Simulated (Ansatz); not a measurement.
Basis-set series for C2H9AlSi2 (`CC[SiH]1[AlH][SiH2]1`). Total charge 0; spin multiplicity 1. Geometry: relaxed with PBE0-D4/def2-TZVP. It is one conformer, not always the lowest.

```csv
functional,basis,functions,energy (Eh),HOMO (eV),LUMO (eV)
PBE0-D4,def2-SVP,127,-902.22951,-6.06,-2.08
PBE0-D4,def2-QZVPP,594,-902.63249,-6.03,-2.09
ωB97M-V,def2-SVP,127,-902.54396,-7.88,-0.33
ωB97M-V,def2-QZVPP,594,-902.95239,-7.89,-0.46
```

Question: Give the rows for def2-TZVPP. (Estimate.)

Answer: The calculation gave: 
```tsv
functional	basis	functions	energy (Eh)	HOMO (eV)	LUMO (eV)
PBE0-D4	def2-TZVPP	314	-902.60207	-6.03	-2.08
ωB97M-V	def2-TZVPP	314	-902.92292	-7.89	-0.39
```

Results of the Gaussian-basis code of Ansatz.
